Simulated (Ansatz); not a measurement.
Ideal-gas functions of `[KH]` at 500 K and 1 bar, from an Ansatz frequency run at PBE0-D4/def2-TZVP.

Molar mass 40.11 g/mol, point group C∞v (symmetry number 1), electronic degeneracy 1, moments of inertia 5.03 u Å². Harmonic wavenumbers (cm⁻¹, unscaled): 973.

Use S(trans) = R[1.5 ln M + 2.5 ln T − 1.1517]; rotational temperatures θ = 24.2544 K / I; S(rot) = R[ln(T/σθ) + 1]; for each mode x = 1.438777 ν̃/T, S = R[x/(eˣ − 1) − ln(1 − e⁻ˣ)] and H = RT x/(eˣ − 1); 1 cm⁻¹ = 0.0119627 kJ/mol; R = 8.31446 J/(mol·K).

Question: By hand: the entropy, in J/(mol·K).

Answer: Translation 165.6. Rotation: θ = 4.8219 K, giving 46.9. Vibration, mode by mode: 2.03, in all 2.0. Electronic 0.0. Sum 214.5 J/(mol·K).

Question: By hand: H − E and G − E in kJ/mol, counted from the electronic energy.

Answer: Zero-point energy ½ × 973 × 0.0119627 = 5.8; thermal vibration 0.8; translation, rotation and pV give 3.5 RT = 14.6. H − E = 21.2 kJ/mol, and G − E = 21.2 − 500 × 214.5/1000 = -86.0 kJ/mol.

Vibration gives 1 % of the entropy.
